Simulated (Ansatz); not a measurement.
Basis sets compared for In(H2S)Cl3 (InH₂SCl₃). The state is a singlet with charge 0. Geometry B3LYP-D4/def2-SVP. Ansatz on 4 threads of Arm Neoverse V1 on a shared host; times are rough, and most runs start from earlier orbitals.

```xyz
7

In    0.6903   -0.0401   -0.8884
S    -1.2266   -0.5718    1.0749
H    -0.3934   -0.1953    2.0752
H    -1.7621    0.6689    0.9719
Cl    2.1227   -1.8666   -0.4931
Cl    1.2921    2.0533    0.0311
Cl   -0.7231   -0.0484   -2.7716
```

In the def2 sets In takes a core potential; there is no spin–orbit coupling.

Binding counts from free atoms (In doublet, S triplet, H doublet, Cl doublet) in the same basis, without a counterpoise term.

```
            level  functions  energy (Eh)  HOMO (eV)  LUMO (eV)  binding per atom (eV)  wall time
  PBE-D4/def2-SVP        108   -1968.9978      -7.17      -3.05                   2.71        1 s
 PBE-D4/def2-TZVP        210   -1969.6282      -7.47      -3.28                   2.71      2.2 s
 PBE0-D4/def2-SVP        108   -1969.1500      -8.66      -2.23                   2.67      1.6 s
PBE0-D4/def2-TZVP        210   -1969.7719      -8.91      -2.43                   2.68        4 s
ωB97M-V/def2-TZVP        210   -1970.2152     -11.20      -0.45                   2.72       11 s
```

Q: Estimate the rows for PBE-D4/def2-TZVPD, PBE0-D4/def2-TZVPD, ωB97M-V/def2-TZVPD.

A: 
```tsv
level	functions	energy (Eh)	HOMO (eV)	LUMO (eV)	binding per atom (eV)	wall time
PBE-D4/def2-TZVPD	258	-1969.6309	-7.53	-3.38	2.71	3.5 s
PBE0-D4/def2-TZVPD	258	-1969.7740	-8.94	-2.52	2.68	6.5 s
ωB97M-V/def2-TZVPD	258	-1970.2177	-11.25	-0.72	2.72	16 s
```
